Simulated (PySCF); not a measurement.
PySCF was given this input:
```python
from pyscf import gto, scf

mol = gto.M(
    atom='''
C    -0.025976    0.639263    0.012264
O    -0.057411   -0.763641   -0.006092
H    -1.107426    0.950883    0.015351
H     0.862289   -1.106234   -0.054159
H     0.421361    1.063467    0.940005
H     0.442995    1.066824   -0.911431
''',
    basis='def2-svp',
    charge=0,
    spin=0,
    verbose=4,
)

mf = scf.RHF(mol)
mf.kernel()
g = mf.nuc_grad_method()
grad = g.kernel()
```

Q: Give the dipole moment at the level HF/def2-SVP, gradient run with PySCF.

A: 1.85 D

Q: Estimate the Mulliken (on the basis functions themselves) charges in atom order that HF/def2-SVP, gradient returns for this input.

A: C1 0.19, O2 -0.47, H3 0.04, H4 0.20, H5 0.02, H6 0.02

Q: What is the computed HOMO-LUMO gap (HF/def2-SVP, gradient)?

A: 16.95 eV

Q: Predict the nuclear repulsion energy from HF/def2-SVP, gradient.

A: 40.1563 Eh
